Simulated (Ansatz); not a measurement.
System: tribromo(ethyl)silane, C2H5Br3Si, net charge 0, singlet state. 
Geometry from a B3LYP-D3(BJ)/def2-TZVP (Ansatz, a program for electronic structure) optimisation:
```xyz
11

C     -3.0830     0.1164     0.2481
C     -1.9666    -0.9201     0.0935
Si    -0.2525    -0.2034     0.0064
Br    -0.0748     1.1731    -1.7333
Br     0.2056     0.9389     1.8608
Br     1.2409    -1.8357    -0.2165
H     -3.0966     0.8120    -0.5915
H     -2.9598     0.6977     1.1624
H     -4.0560    -0.3750     0.2920
H     -1.9648    -1.6253     0.9295
H     -2.1010    -1.5115    -0.8167
```
Charge 0, spin multiplicity 1.

Dipole moments at this geometry, in debye (magnitudes).

| level | program | dipole (D) |
|---|---|---|
| PBE/def2-TZVPD | Ansatz | 2.06 |
| BLYP/def2-TZVPD | Ansatz | ? |
| revPBE/def2-TZVPD | Ansatz | 2.06 |
| r2SCAN/def2-TZVPD | Ansatz | 2.11 |
| B97M-V/def2-TZVPD | Ansatz | 2.07 |
| r2SCANh/def2-TZVPD | Ansatz | 2.12 |
| r2SCAN0/def2-TZVPD | Ansatz | 2.14 |
| LC-wPBE/def2-TZVPD | Ansatz | 2.12 |
| wB97M-V/def2-TZVPD | Ansatz | 2.09 |
| CCSD(T)/def2-SVPD | Ansatz | ? |

Question: What belongs in the gaps?

Answer: 
- BLYP/def2-TZVPD, dipole (D): 2.04
- CCSD(T)/def2-SVPD, dipole (D): 2.00
